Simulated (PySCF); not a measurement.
**C2H7FO2Si**

The system: C2H7FO2Si, a small molecule; neutral, singlet. The structure, one conformer, was relaxed in the gas phase by PBE0-D3(BJ)/def2-SVP. No frequency run checks that it is a minimum.

SMILES: CO[Si](C)(O)F

Coordinates in Å:
```
Si1    -0.622    0.513    0.006
C2     -1.434   -1.126    0.232
O3     -1.567    1.464   -0.940
O4      0.880    0.459   -0.672
C5      2.043   -0.002   -0.042
F6     -0.425    1.192    1.472
H7     -0.855   -1.760    0.920
H8     -1.525   -1.650   -0.731
H9     -2.443   -1.000    0.652
H10    -1.167    2.278   -1.261
H11     2.913    0.263   -0.662
H12     2.178    0.452    0.956
H13     2.036   -1.101    0.077
```

Shieldings: GIAO PBE0/pcSseg-1. Shifts are against computed references at the same level: C TMS (σ 184.4 ppm), H TMS (σ 31.27 ppm), Si TMS (σ 352.0 ppm). Core levels by delta-SCF with SCAN, pcX-2 on the ionised atom and pcseg-1 elsewhere, spin-free X2C (2p3/2 is the spin-free 2p value less a third of a first-order spin-orbit splitting); from the vacuum level, for chosen atoms.

Problem. Give the NMR and core-level values of the distinct atoms.

Solution. 
```json
{"atoms": "Si1", "bonded to": "1 C + 1 F + 2 O", "σ (ppm)": "384.4", "δ (ppm)": "-32.4", "core level (eV)": "2p3/2 108.33"}
{"atoms": "C2", "bonded to": "1 Si + 3 H", "σ (ppm)": "193.1", "δ (ppm)": "-8.7", "core level (eV)": "1s 290.64"}
{"atoms": "O3", "bonded to": "1 Si + 1 H", "σ (ppm)": "278.3", "δ (ppm)": "-", "core level (eV)": "1s 538.92"}
{"atoms": "O4", "bonded to": "1 C + 1 Si", "σ (ppm)": "299.4", "δ (ppm)": "-", "core level (eV)": "1s 538.34"}
{"atoms": "C5", "bonded to": "1 O + 3 H", "σ (ppm)": "133.0", "δ (ppm)": "51.4", "core level (eV)": "-"}
{"atoms": "F6", "bonded to": "1 Si", "σ (ppm)": "320.0", "δ (ppm)": "-", "core level (eV)": "1s 692.14"}
{"atoms": "H7 H8 H9", "bonded to": "1 C", "σ (ppm)": "31.16", "δ (ppm)": "0.11", "core level (eV)": "-"}
{"atoms": "H10", "bonded to": "1 O", "σ (ppm)": "29.27", "δ (ppm)": "1.99", "core level (eV)": "-"}
{"atoms": "H11 H12 H13", "bonded to": "1 C", "σ (ppm)": "27.64", "δ (ppm)": "3.62", "core level (eV)": "-"}
```

Values are those of this one static structure, with the three H of a rotating XH3 group averaged; atoms that internal rotation interchanges would show their mean in an NMR spectrum.

Problem. Which of O3, O4 holds its core electrons tightest, and by how much against the loosest?

Solution. O3 (bonded to 1 Si + 1 H), by 0.58 eV over O4 (bonded to 1 C + 1 Si).

Problem. By CAM-B3LYP/def2-SVPD (TDDFT singlets, Tamm-Dancoff triplets, ionisation by delta-SCF), where does absorption start, and what does vertical ionisation take?

Solution. The lowest singlet lies at 7.82 eV (f 0.007), the strongest of the first 6 at 9.11 eV (f 0.071), the lowest triplet at 7.62 eV; vertical ionisation takes 10.92 eV.

The 3 runs behind this took 2.9 min in all, one thread each of Arm Neoverse V1 on a shared host, launched as `OMP_NUM_THREADS=1 python cluster_run.py task.json out`.
